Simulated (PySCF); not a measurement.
Ga(Cl)2(NH2) (Cl₂GaH₂N), SMILES [NH2][Ga]([Cl])[Cl].

The structure is a stationary point at PBE0-D3(BJ)/def2-SVP. The structure was generated by enumeration; whether it is a known compound was not checked. The values are those of a single conformer.

Two levels are set side by side: PBE/def2-TZVP (PySCF) and r2SCAN/def2-TZVP (PySCF). Same geometry, gas phase. Differences are taken from unrounded values.

```csv
quantity,r2SCAN
orbital gap (eV),5.27
highest occupied level (eV),-6.98
lowest empty level (eV),-1.71
dipole moment (D),2.75
mean polarisability (bohr³),56.8
```

Problem. What does PBE give, and how far is it from r2SCAN? (Estimate from the structure and the level; the computed values follow.)

Solution. 
```csv
quantity,PBE,PBE minus r2SCAN
orbital gap (eV),4.64,-0.63
highest occupied level (eV),-6.66,0.32
lowest empty level (eV),-2.02,-0.31
dipole moment (D),2.70,-0.04
mean polarisability (bohr³),58.7,1.9
```

Rough cost on one machine, each run with all the roots and properties that it gave: r2SCAN against PBE about 3 times.
